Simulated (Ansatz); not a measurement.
A CCSD(T) single point on BClGaHS.

```yaml
crystal:
  periodic: [false, false, false]
  atoms:
    - {symbol: Cl, position_ang: [0.241988, -1.121843, 1.919057]}
    - {symbol: B, position_ang: [0.058222, -0.248530, 0.413980]}
    - {symbol: S, position_ang: [0.335991, -0.912244, -1.189405]}
    - {symbol: Ga, position_ang: [-0.293029, 1.298443, -1.740076]}
    - {symbol: H, position_ang: [-0.293172, 0.910471, 0.555043]}
basis:
  gaussian: {orbitals: def2-TZVPP}
correlation: {method: ccsd_t}
output: {orbitals: {seedname: orbitals}}
```

```sh
$ ansatz run in.yaml --threads 4 --pin off --events-out ev --progress --plain
```

Output of Ansatz, abridged:

```
Functional definition: HF
1089 factors; integrals over basis functions are off by at most 1.1e-3 eV
mean field evaluation 1: about -76344.8109 eV, gradient 1.8e1 eV
mean field evaluation 2: about -76344.9811 eV, gradient 1.8e1 eV
mean field evaluation 4: about -76346.3909 eV, gradient 2.7e0 eV
mean field evaluation 8: about -76346.4287 eV, gradient 3.2e-1 eV
mean field -76346.42931736 eV, -2805.6795279445 hartree, gradient 8.5e-6 eV, S^2 0.000000; 0 other end points of the search recorded, 0 dependent functions left out
20 core orbitals not correlated: weight in the atoms' cores, before any rotation towards them, 1.000 or more for the frozen orbitals, at most 0.000 for the correlated occupied ones
reference -76346.42931736 eV, -2805.6795279445 hartree; 15, 15 occupied and 142, 142 virtual orbitals, 1089 factors
second order -18.06737059 eV of doubles, -0.00000000 eV of singles
cycle   1  -18.26540332 eV  change   -2.0e-1 eV  update   1.2e-1
cycle   2  -18.84162616 eV  change   -5.8e-1 eV  update   3.5e-2
cycle   3  -18.94268672 eV  change   -1.0e-1 eV  update   1.9e-2
cycle   4  -18.92583603 eV  change    1.7e-2 eV  update   4.8e-3
cycle   5  -18.92484437 eV  change    9.9e-4 eV  update   2.1e-3
cycle   6  -18.92482382 eV  change    2.1e-5 eV  update   7.3e-4
cycle   7  -18.92477582 eV  change    4.8e-5 eV  update   2.9e-4
cycle   8  -18.92485296 eV  change   -7.7e-5 eV  update   1.0e-4
cycle   9  -18.92488873 eV  change   -3.6e-5 eV  update   4.2e-5
cycle  10  -18.92487216 eV  change    1.7e-5 eV  update   1.7e-5
perturbative correction -0.95601602 eV, -0.0351329409 hartree
Total energy: -76366.31020555 eV, -2806.4101371096 hartree
```

Hardware: 4 threads of a server CPU on a shared host. Wall time 31 s, peak host memory 1.5 GiB.

The correlation energy is -19.881 eV, 4.8 % of it from (T); the T1 diagnostic reads 0.0147.
